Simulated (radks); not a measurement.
Charge is removed step by step from the 3s down level of the calcium ion Ca+, starting from [Ne] 3s(up 1, down 1) 3p6 4s1. Calculated with a radial shooting solver on a logarithmic mesh with Libxc functionals: scalar-relativistic Kohn-Sham, PBE, spin-polarised, spherical densities, finite nucleus; open shells are filled with parallel spins first; Fermi nuclear charge, rms radius 3.4776 fm.

removed (e)	E - E(0) (eV)	eigenvalue (eV)	E minus straight line (eV)
0	0.000	-53.889	0.000
0.25	13.937	-57.632	-1.436
0.5	28.820	-61.451	-1.926
0.75	44.666	-65.338	-1.452
1	61.491	-69.284	0.000

Removing the whole electron costs 61.491 eV by Delta-SCF, against 53.889 eV from minus the eigenvalue at the starting occupation. Slater's transition state (half an electron removed) gives 61.451 eV. Integrating minus the eigenvalue over the occupation (Janak's theorem) gives 61.496 eV. In this scalar-relativistic scheme the density is built from large components alone, so the theorem holds only approximately. The mean slope of the eigenvalue, de/dn, is 15.4 eV per electron.
